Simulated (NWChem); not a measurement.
# Correlation energy of HB

```xyz
2

B      0.0000     0.0000     0.2087
H      0.0000     0.0000    -1.0435
```
Charge 0, spin multiplicity 1.

Everything below was run with NWChem. Structure: optimised with PBE0/def2-SVP, a minimum by its harmonic frequencies.

Basis set: def2-SVP. Each correlation energy counts from its own Hartree-Fock reference.

The correlated methods keep 1 core orbital frozen. The structure started from a generated list of species. Coupled-cluster values serve here as a point of comparison, not as the truth.

```csv
method,correlation energy (mHa)
MP2,…
SCS-MP2,-68.7
CR-CCSD[T],-87.8
CR-CCSD(T),-87.8
CCSD,…
CCSD+T(CCSD),-88.0
CCSD(T),-87.9
CCSDT,…
```

Fill in the missing entries.


- MP2, correlation energy (mHa): -59.9
- CCSD, correlation energy (mHa): -86.5
- CCSDT, correlation energy (mHa): -88.3
